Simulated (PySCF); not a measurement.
Ge(Cl)(SeH)3, SMILES [Cl][Ge]([SeH])([SeH])[SeH] (H3ClGeSe3), B3LYP/def2-SVP optimised geometry.

```
8

Cl    -2.75     1.13     1.43
Ge    -1.21     0.53     0.00
Se    -1.16    -1.86     0.00
Se    -1.86     1.40    -2.12
Se     0.84     1.47     0.76
H      0.32    -1.86     0.00
H     -1.51     0.14    -2.79
H      1.21     1.86    -0.61
```

Density from B3LYP/def2-TZVP (PySCF) at that geometry.

Minimum of the electron density along straight lines between bonded atoms, close to the bond critical point (lines longer than 1.1 times the sum of covalent radii, or with two minima, are not listed):

```json
[
 {"bond": "Cl1–Ge2", "length / Å": "2.186", "ρ at the minimum / e bohr⁻³": "?", "∇²ρ there / e bohr⁻⁵": "?", "position (fraction from the first atom)": "0.57"},
 {"bond": "Ge2–Se3", "length / Å": "2.386", "ρ at the minimum / e bohr⁻³": "0.090", "∇²ρ there / e bohr⁻⁵": "-0.03", "position (fraction from the first atom)": "0.45"},
 {"bond": "Ge2–Se4", "length / Å": "2.386", "ρ at the minimum / e bohr⁻³": "0.090", "∇²ρ there / e bohr⁻⁵": "-0.03", "position (fraction from the first atom)": "0.45"},
 {"bond": "Ge2–Se5", "length / Å": "2.386", "ρ at the minimum / e bohr⁻³": "0.090", "∇²ρ there / e bohr⁻⁵": "-0.03", "position (fraction from the first atom)": "0.45"},
 {"bond": "Se3–H6", "length / Å": "1.476", "ρ at the minimum / e bohr⁻³": "0.174", "∇²ρ there / e bohr⁻⁵": "-0.31", "position (fraction from the first atom)": "0.63"},
 {"bond": "Se4–H7", "length / Å": "1.476", "ρ at the minimum / e bohr⁻³": "0.174", "∇²ρ there / e bohr⁻⁵": "-0.31", "position (fraction from the first atom)": "0.63"},
 {"bond": "Se5–H8", "length / Å": "1.476", "ρ at the minimum / e bohr⁻³": "0.174", "∇²ρ there / e bohr⁻⁵": "-0.31", "position (fraction from the first atom)": "0.63"}
]
```

Task: What belongs in the gaps?

Result: 
- Cl1–Ge2, ρ at the minimum / e bohr⁻³: 0.100
- Cl1–Ge2, ∇²ρ there / e bohr⁻⁵: 0.13
